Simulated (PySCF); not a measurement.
Species: C5H9ClOSi2.
Numbering: `[CH2:1]=[CH:2][Si@@H:3]1[O:4][Si@:5]([CH3:6])([Cl:7])[C:8]1=[CH2:9]`

Structure used (GFN2-xTB), in Å, numbered top down from 1:
```
atom  x, y, z in Å
C1     3.6555    0.1461   -0.0107
C2     2.4553    0.4549   -0.4747
Si3    0.9145   -0.5606   -0.1655
O4    -0.1603   -0.4030   -1.4403
Si5   -1.4801    0.2868   -0.7070
C6    -3.0145   -0.8029   -0.8544
Cl7   -1.7859    2.1075   -1.5014
C8    -0.4513    0.2482    0.8932
C9    -0.6078    0.6292    2.1485
H10    4.5261    0.7561   -0.1968
H11    3.8215   -0.7415    0.5774
H12    2.3413    1.3583   -1.0625
H13    1.1114   -1.9869    0.0562
H14   -2.8724   -1.7478   -0.3411
H15   -3.2343   -1.0177   -1.8959
H16   -3.8814   -0.3110   -0.4265
H17    0.1708    0.4984    2.8861
H18   -1.5172    1.0922    2.5037
```

NICS is the negative of the GIAO shielding at a point without a nucleus: at the ring centre (0) and 1 Å above and below it (1); zz is the component along the ring normal. Level: GIAO PBE0/pcSseg-1 (PySCF, non-relativistic, gas phase) on the GFN2-xTB geometry, one conformer.

Ring bond lengths (Å), with Mayer bond orders in brackets: Si3–O4 1.675 (0.91), O4–Si5 1.660 (0.98), Si5–C8 1.903 (0.85), C8–Si3 1.908 (0.87).

Q: What do the NICS probes read (ppm)?

A: 
| ring | type | NICS(0) | NICS(1), two faces | NICS(1)zz, two faces | rms pucker (Å) | centre to ring atoms, mean (Å) |
| --- | --- | --- | --- | --- | --- | --- |
| Si3–O4–Si5–C8 | 4-membered ring with O and 2 Si; formal bonds all single | -1.8 | -1.6 / -2.1 | 1.3 / -0.8 | 0.01 | 1.26 |

Q: What do they say, and how far can they be read as aromaticity?

A: 
- Si3–O4–Si5–C8: mean NICS(1)zz 0.3 ppm, near zero. Si3, Si5 have four or more neighbours, so the value isn't read as a sign of a π ring current.

Q: At the first NICS(1) probe listed for ring Si3–O4–Si5–C8, 1 Å off the ring, what do the in-plane components average?

A: The isotropic value is a third of the trace: (3 × -1.6 − (1.3))/2 = -3.1 ppm.

Q: Give the inner angles of the rings and the Hirshfeld charges of the ring atoms.

A: 
- Si3–O4–Si5–C8: Si3 85.6° (+0.407 e), O4 102.3° (-0.338 e), Si5 86.2° (+0.421 e), C8 85.9° (-0.195 e); sum 360.0° against 360° for a flat convex ring.
